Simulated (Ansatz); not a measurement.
Input and output for InSi19H30, a doped nanocrystal cut from the lattice of silicon (In on an inner site).

```yaml
crystal:
  periodic: [false, false, false]
  atoms:
    - {symbol: Si, position_ang: [-2.012754, -2.079690, -0.731249]}
    - {symbol: Si, position_ang: [-2.531000, 0.776026, -3.402443]}
    - {symbol: Si, position_ang: [-1.966750, 0.737140, 2.098473]}
    - {symbol: Si, position_ang: [-2.538967, 3.370695, -0.793587]}
    - {symbol: Si, position_ang: [1.014813, -1.770797, -3.409193]}
    - {symbol: Si, position_ang: [0.592994, -2.145178, 2.082188]}
    - {symbol: Si, position_ang: [3.540685, -2.307867, -0.568943]}
    - {symbol: In, position_ang: [0.588635, 0.777614, -0.809570]}
    - {symbol: Si, position_ang: [1.035856, 3.404970, 1.667165]}
    - {symbol: Si, position_ang: [3.442056, 0.573003, 2.457155]}
    - {symbol: Si, position_ang: [-3.543961, -0.886798, -2.069269]}
    - {symbol: Si, position_ang: [-0.624824, -3.104803, -2.353047]}
    - {symbol: Si, position_ang: [-0.749771, -0.758739, 0.751126]}
    - {symbol: Si, position_ang: [-1.064075, 2.184462, -2.204729]}
    - {symbol: Si, position_ang: [-3.515278, 2.063962, 0.913976]}
    - {symbol: Si, position_ang: [-0.563805, 2.379409, 3.069063]}
    - {symbol: Si, position_ang: [2.505493, -0.691975, -1.921748]}
    - {symbol: Si, position_ang: [2.082649, -3.495541, 0.855550]}
    - {symbol: Si, position_ang: [1.981283, -0.930690, 3.542498]}
    - {symbol: Si, position_ang: [2.519307, 1.836055, 0.701141]}
    - {symbol: H, position_ang: [-2.759617, -3.198719, -0.038506]}
    - {symbol: H, position_ang: [-1.817997, 0.082297, -4.535359]}
    - {symbol: H, position_ang: [-3.632422, 1.614333, -4.009027]}
    - {symbol: H, position_ang: [-2.694683, 0.060633, 3.238937]}
    - {symbol: H, position_ang: [-3.660917, 3.943039, -1.628074]}
    - {symbol: H, position_ang: [-1.837927, 4.529298, -0.132215]}
    - {symbol: H, position_ang: [0.362637, -0.725104, -4.274270]}
    - {symbol: H, position_ang: [1.822907, -2.677798, -4.314009]}
    - {symbol: H, position_ang: [-0.248217, -3.071905, 2.932376]}
    - {symbol: H, position_ang: [4.198116, -3.299368, -1.502045]}
    - {symbol: H, position_ang: [4.633427, -1.667815, 0.245776]}
    - {symbol: H, position_ang: [0.371818, 4.207722, 0.580836]}
    - {symbol: H, position_ang: [1.848522, 4.358660, 2.517124]}
    - {symbol: H, position_ang: [4.656382, -0.173677, 1.972257]}
    - {symbol: H, position_ang: [3.916290, 1.583841, 3.478225]}
    - {symbol: H, position_ang: [-4.172158, -1.898581, -2.999359]}
    - {symbol: H, position_ang: [-4.648179, -0.286669, -1.241265]}
    - {symbol: H, position_ang: [-1.525844, -3.582973, -3.469286]}
    - {symbol: H, position_ang: [0.075306, -4.319269, -1.800991]}
    - {symbol: H, position_ang: [-0.453788, 3.167683, -3.178712]}
    - {symbol: H, position_ang: [-4.639755, 1.231945, 0.358891]}
    - {symbol: H, position_ang: [-4.112266, 3.018772, 1.921656]}
    - {symbol: H, position_ang: [-1.460204, 3.493923, 3.558870]}
    - {symbol: H, position_ang: [0.182446, 1.852532, 4.267424]}
    - {symbol: H, position_ang: [3.531235, 0.105394, -2.691788]}
    - {symbol: H, position_ang: [1.349806, -4.528958, 0.042551]}
    - {symbol: H, position_ang: [2.954887, -4.231334, 1.845609]}
    - {symbol: H, position_ang: [2.855322, -1.912526, 4.286843]}
    - {symbol: H, position_ang: [1.172861, -0.176365, 4.563850]}
    - {symbol: H, position_ang: [3.604822, 2.533934, -0.083678]}
basis:
  gaussian: {orbitals: def2-mTZVP, fitting: {mean_field: def2-universal-jkfit}}
magnetization: {spin_polarized: false, initial_magnetization: 1}
hamiltonian: {xc: {name: CAM-B3LYP}, pseudopotentials: {relativity: none}}
output: {forces: true}
```

```sh
$ ansatz run in.yaml --threads 2 --pin off --events-out ev --progress --plain --max-ram 32768MiB --backend cuda --devices 0, --max-vram 18GiB
```

It prints (some lines left out):

```
Functional definition: CAM-B3LYP
3190 factors; integrals over basis functions are off by at most 5.9e-1 eV
3190 factors; integrals over basis functions are off by at most 5.4e-7 eV
mean field evaluation 1: about -155338.0579 eV, gradient 2.3e1 eV
mean field evaluation 2: about -155338.0467 eV, gradient 2.3e1 eV
mean field evaluation 4: about -155340.4082 eV, gradient 6.5e0 eV
mean field evaluation 8: about -155340.5324 eV, gradient 1.2e-1 eV
mean field evaluation 16: about -155340.5325 eV, gradient 3.3e-4 eV
mean field -155340.53249637 eV, -5708.6592756469 hartree, gradient 5.8e-5 eV, S^2 0.750000; 2 other end points of the search recorded, 0 dependent functions left out
reference -155340.53281321 eV, -5708.6592872904 hartree; 159, 158 occupied and 385, 386 virtual orbitals, 3190 factors
Total energy: -155340.53281321 eV, -5708.6592872904 hartree
Atom 0 force    -0.198638    -0.269320     0.012816 eV/Å
Atom 1 force    -0.122902     0.052602    -0.391208 eV/Å
Atom 2 force    -0.200695     0.001370     0.264132 eV/Å
Atom 3 force    -0.131891     0.379902    -0.061354 eV/Å
Atom 4 force     0.109696    -0.051826    -0.444744 eV/Å
Atom 5 force    -0.045721    -0.244694     0.243978 eV/Å
Atom 6 force     0.423950    -0.149864    -0.055672 eV/Å
Atom 7 force     0.074716    -0.001080    -0.023549 eV/Å
Atom 8 force     0.110539     0.434256     0.038118 eV/Å
Atom 9 force     0.423923     0.064615     0.210138 eV/Å
Atom 10 force    -0.402381    -0.149308    -0.082490 eV/Å
Atom 11 force    -0.092438    -0.420490    -0.203960 eV/Å
Atom 12 force    -0.134900    -0.080975     0.052896 eV/Å
Atom 13 force    -0.025772     0.244647    -0.233341 eV/Å
Atom 14 force    -0.395877     0.088119     0.163729 eV/Å
Atom 15 force    -0.081887     0.215124     0.411253 eV/Å
Atom 16 force     0.234075     0.052327    -0.319974 eV/Å
Atom 17 force     0.085824    -0.415000     0.086866 eV/Å
Atom 18 force     0.062384    -0.102694     0.410387 eV/Å
Atom 19 force     0.260631     0.352084    -0.058547 eV/Å
Atom 20 force     0.217748     0.324275    -0.191586 eV/Å
Atom 21 force    -0.242318     0.230951     0.332058 eV/Å
Atom 22 force     0.333861    -0.251660     0.167683 eV/Å
Atom 23 force     0.210479     0.183142    -0.325970 eV/Å
Atom 24 force     0.331043    -0.155433     0.246426 eV/Å
Atom 25 force    -0.237089    -0.330925    -0.212182 eV/Å
Atom 26 force     0.229073    -0.342035     0.268943 eV/Å
Atom 27 force    -0.254725     0.290756     0.271346 eV/Å
Atom 28 force     0.232594     0.271279    -0.250079 eV/Å
Atom 29 force    -0.188601     0.305769     0.278726 eV/Å
Atom 30 force    -0.339073    -0.217477    -0.277120 eV/Å
Atom 31 force     0.236310    -0.254975     0.353316 eV/Å
Atom 32 force    -0.253155    -0.280743    -0.272493 eV/Å
Atom 33 force    -0.377807     0.257695     0.165901 eV/Å
Atom 34 force    -0.136563    -0.302082    -0.322885 eV/Å
Atom 35 force     0.170538     0.307609     0.281562 eV/Å
Atom 36 force     0.335759    -0.210324    -0.285495 eV/Å
Atom 37 force     0.273771     0.128826     0.339005 eV/Å
Atom 38 force    -0.233614     0.378727    -0.195092 eV/Å
Atom 39 force    -0.162421    -0.288842     0.286908 eV/Å
Atom 40 force     0.343624     0.286222     0.193922 eV/Å
Atom 41 force     0.157953    -0.289826    -0.303622 eV/Å
Atom 42 force     0.275550    -0.337825    -0.131288 eV/Å
Atom 43 force    -0.247890     0.187387    -0.372565 eV/Å
Atom 44 force    -0.305565    -0.232396     0.238964 eV/Å
Atom 45 force     0.249086     0.312727     0.277080 eV/Å
Atom 46 force    -0.259547     0.206187    -0.299107 eV/Å
Atom 47 force    -0.259536     0.300014    -0.209326 eV/Å
Atom 48 force     0.272062    -0.258366    -0.304794 eV/Å
Atom 49 force    -0.324182    -0.218451     0.232291 eV/Å
Dipole moment:     0.364316    -0.020465     0.039306 e Å
```

Run time 17 s (2 threads of AMD EPYC 7R13 on a shared host and a share (18 GiB) of an NVIDIA H100 80GB HBM3), peak host memory 3.2 GiB.

In the def2 sets In takes a core potential; there is no spin–orbit coupling.

With spin_polarized false and unpaired electrons the run is restricted open-shell.
